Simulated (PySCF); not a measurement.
SCF from a fresh guess for singlet Mn₃N, at the PBE0 minimum. PySCF input:

```python
from pyscf import gto, scf, dft
mol = gto.M(atom='''
N     -0.000000    -0.000000    -0.827483
Mn     0.000000     0.000000     0.926118
Mn     1.678018    -0.000000    -0.357928
Mn    -1.678018     0.000000    -0.357928''',
    basis={'N': 'def2-SVP', 'Mn': 'def2-SVP'},
    charge=0, spin=0)
mf = dft.RKS(mol, xc='PBE0')
mf.grids.atom_grid = (50, 194)
aux = {'N': 'def2-universal-JKFIT', 'Mn': 'def2-universal-JKFIT'}
mf = mf.density_fit(auxbasis=aux)
mf.conv_tol = 1e-08
mf.diis_space = 10
mf.max_cycle = 60
mf.init_guess = 'minao'
mf.verbose = 4
mf.kernel()
```

Excerpt of the output (cycles and frontier levels); where DIIS stalls, ADIIS, DIIS with a small level shift and a second-order solver take over in turn:

```
init E= -3503.54561550033
  HOMO = 0.248697633980189  LUMO = 0.277833439596728  gap/eV = 0.79283
cycle= 1 E= -3485.82218334315  delta_E= 17.7  |g|= 5.43  |ddm|= 40.2
  HOMO = -3.12966008336388  LUMO = -3.12454493732105  gap/eV = 0.13919
cycle= 2 E= -3475.89792492132  delta_E= 9.92  |g|=  7.7  |ddm|= 40.7
  HOMO = -1.1452333844473  LUMO = -1.11694975576003  gap/eV = 0.76964
cycle= 3 E= -3487.96628219201  delta_E= -12.1  |g|= 8.22  |ddm|= 6.65
  HOMO = -0.965302844046378  LUMO = -0.962300191921421  gap/eV = 0.08171
cycle= 4 E= -3497.22503756198  delta_E= -9.26  |g|= 5.79  |ddm|= 5.51
cycle= 5 E= -3490.31748021671  delta_E= 6.91  |g|= 7.91  |ddm|= 5.07
  HOMO = -0.831775266679127  LUMO = -0.806150526187247  gap/eV = 0.69728
cycle= 6 E= -3493.22389611358  delta_E= -2.91  |g|= 7.68  |ddm|= 1.02
  HOMO = -0.831787239227657  LUMO = -0.807339931065115  gap/eV = 0.66525
cycle= 7 E= -3493.38491224751  delta_E= -0.161  |g|= 7.66  |ddm|= 0.0404
... 96 lines left out ...
cycle= 56 E= -3506.0258032367  delta_E= -5.39e-06  |g|= 0.00122  |ddm|= 0.0148
  HOMO = -0.155512620066833  LUMO = -0.0946573627818932  gap/eV = 1.65596
cycle= 57 E= -3506.0258070889  delta_E= -3.85e-06  |g|= 0.000739  |ddm|= 0.0108
  HOMO = -0.15555972716394  LUMO = -0.0947261618562867  gap/eV = 1.65537
cycle= 58 E= -3506.02581001647  delta_E= -2.93e-06  |g|= 0.00138  |ddm|= 0.0111
  HOMO = -0.155587311189067  LUMO = -0.0948368075939756  gap/eV = 1.65311
cycle= 59 E= -3506.02581911373  delta_E= -9.1e-06  |g|= 0.00103  |ddm|= 0.0323
  HOMO = -0.155566522997667  LUMO = -0.0948681499986277  gap/eV = 1.65169
cycle= 60 E= -3506.02582267235  delta_E= -3.56e-06  |g|= 0.00138  |ddm|= 0.0144
SCF not converged.
init E= -3503.54561550033
  HOMO = 0.248697633980189  LUMO = 0.277833439596728  gap/eV = 0.79283
cycle= 1 E= -3485.82218334315  delta_E= 17.7  |g|= 5.43  |ddm|= 40.2
  HOMO = -3.12966008336388  LUMO = -3.12454493732105  gap/eV = 0.13919
cycle= 2 E= -3475.89792492132  delta_E= 9.92  |g|=  7.7  |ddm|= 40.7
  HOMO = -0.862879736818169  LUMO = -0.844360728003824  gap/eV = 0.50393
cycle= 3 E= -3489.01475351699  delta_E= -13.1  |g|= 7.23  |ddm|= 7.15
  HOMO = -0.292179425165478  LUMO = -0.275212876401094  gap/eV = 0.46168
cycle= 4 E= -3481.73034936587  delta_E= 7.28  |g|= 8.51  |ddm|= 10.1
  HOMO = 0.00249657096788081  LUMO = 0.0267806924132667  gap/eV = 0.66080
cycle= 5 E= -3492.99494773817  delta_E= -11.3  |g|= 7.21  |ddm|= 11.6
  HOMO = -0.107586611655145  LUMO = -0.0987095929397772  gap/eV = 0.24156
cycle= 6 E= -3505.79866407602  delta_E= -12.8  |g|= 0.978  |ddm|= 8.12
  HOMO = -0.125761469219665  LUMO = -0.120934207436535  gap/eV = 0.13136
... 18 lines left out ...
cycle= 16 E= -3505.92330348937  delta_E= 0.0987  |g|= 0.981  |ddm|= 0.62
  HOMO = -0.126404808583299  LUMO = -0.0505113801413302  gap/eV = 2.06517
cycle= 17 E= -3506.04515260361  delta_E= -0.122  |g|= 0.339  |ddm|= 0.622
  HOMO = -0.153409593858596  LUMO = -0.067812435995434  gap/eV = 2.32922
cycle= 18 E= -3506.06155260724  delta_E= -0.0164  |g|= 0.211  |ddm|= 0.435
  HOMO = -0.140286920266674  LUMO = -0.0549997185593796  gap/eV = 2.32078
cycle= 19 E= -3506.04462249956  delta_E= 0.0169  |g|= 0.442  |ddm|= 0.429
  HOMO = -0.138919912769792  LUMO = -0.0575971191132458  gap/eV = 2.21291
cycle= 20 E= -3506.02186747294  delta_E= 0.0228  |g|= 0.582  |ddm|= 0.458
SCF not converged.
init E= -3506.02186747294
  HOMO = -0.111517692468552  LUMO = -0.0402060847830596  gap/eV = 1.94049
cycle= 1 E= -3503.16068613407  delta_E= 2.86  |g|= 4.37  |ddm|= 2.22
  HOMO = -0.24924364077352  LUMO = -0.219474024583681  gap/eV = 0.81007
cycle= 2 E= -3476.48944674182  delta_E= 26.7  |g|= 11.1  |ddm|= 7.02
  HOMO = 0.00122284617737467  LUMO = 0.0390958578601568  gap/eV = 1.03058
cycle= 3 E= -3492.15679144181  delta_E= -15.7  |g|= 6.16  |ddm|= 4.68
  HOMO = -0.183105846452698  LUMO = -0.153681597151393  gap/eV = 0.80067
cycle= 4 E= -3484.9145532164  delta_E= 7.24  |g|= 7.91  |ddm|=  6.7
  HOMO = -0.155751787136794  LUMO = -0.0749993273209903  gap/eV = 2.19739
cycle= 5 E= -3489.9490108447  delta_E= -5.03  |g|= 7.19  |ddm|= 1.84
  HOMO = -0.160512690466097  LUMO = -0.0613634321732106  gap/eV = 2.69799
cycle= 6 E= -3491.36357776418  delta_E= -1.41  |g|= 6.98  |ddm|= 0.666
  HOMO = -0.171342471488843  LUMO = -0.0603704982936533  gap/eV = 3.01970
... 39 lines left out ...
  HOMO = -0.0610359416507151  LUMO = -0.00115403959939364  gap/eV = 1.62947
cycle= 27 E= -3492.83767587916  delta_E= -3.96  |g|= 6.38  |ddm|= 2.02
  HOMO = -0.21262809858103  LUMO = -0.202471022054898  gap/eV = 0.27639
cycle= 28 E= -3462.1301867376  delta_E= 30.7  |g|= 13.8  |ddm|= 8.48
  HOMO = -0.131965507113073  LUMO = -0.0807159167101732  gap/eV = 1.39457
cycle= 29 E= -3482.93506539206  delta_E= -20.8  |g|= 8.43  |ddm|= 3.78
  HOMO = 0.0347298117048763  LUMO = 0.0457933762248457  gap/eV = 0.30105
cycle= 30 E= -3491.72121257216  delta_E= -8.79  |g|= 6.41  |ddm|= 5.65
SCF not converged.
  HOMO = -0.618345416692798  LUMO = -0.489793205112542  gap/eV = 3.49808
macro= 0  E= -3502.15806517839  delta_E= -10.4369  |g|= 5.18018  3 KF 15 JK
macro= 1  E= -3504.45208622258  delta_E= -2.29402  |g|= 3.08749  2 KF 14 JK
macro= 2  E= -3505.39296071356  delta_E= -0.940874  |g|= 1.14263  3 KF 15 JK
macro= 3  E= -3505.74199450949  delta_E= -0.349034  |g|= 0.640305  3 KF 15 JK
macro= 4  E= -3505.92882403462  delta_E= -0.18683  |g|= 0.207218  3 KF 18 JK
macro= 5  E= -3505.99842707529  delta_E= -0.069603  |g|= 0.193863  3 KF 18 JK
macro= 6  E= -3506.02931178669  delta_E= -0.0308847  |g|= 0.108217  4 KF 20 JK
macro= 7  E= -3506.03417081846  delta_E= -0.00485903  |g|= 0.0437404  2 KF 7 JK
macro= 8  E= -3506.04003666789  delta_E= -0.00586585  |g|= 0.0322494  3 KF 15 JK
macro= 9  E= -3506.04264832838  delta_E= -0.00261166  |g|= 0.0193393  4 KF 18 JK
macro= 10  E= -3506.04263151013  delta_E= 1.68183e-05  |g|= 0.0143471  3 KF 12 JK
macro= 11  E= -3506.04119572288  delta_E= 0.00143579  |g|= 0.00704505  3 KF 15 JK
macro= 12  E= -3506.0429820584  delta_E= -0.00178634  |g|= 0.00419256  4 KF 21 JK
macro= 13  E= -3506.04300873987  delta_E= -2.66815e-05  |g|= 5.77674e-05  4 KF 28 JK
macro= 14  E= -3506.04300874072  delta_E= -8.47649e-10  |g|= 3.71046e-05  1 KF 3 JK
macro X = 15  E=-3506.04300874072  |g|= 3.71046e-05  total 46 KF 250 JK
converged SCF energy = -3506.04300874072
```

This is not the lowest solution: a stability analysis within the same restricted form found one 97.2 kJ/mol lower, at -3506.08002 Eh.

Stability towards spin polarisation was not tested.

The search for the lowest solution, with the stability check, took 2.8 min on 2 threads of a shared Arm Neoverse N1 host, with 107 basis functions; the process peaked at 0.39 GiB. Launch command: `OMP_NUM_THREADS=2 python axn.py task.json out`.
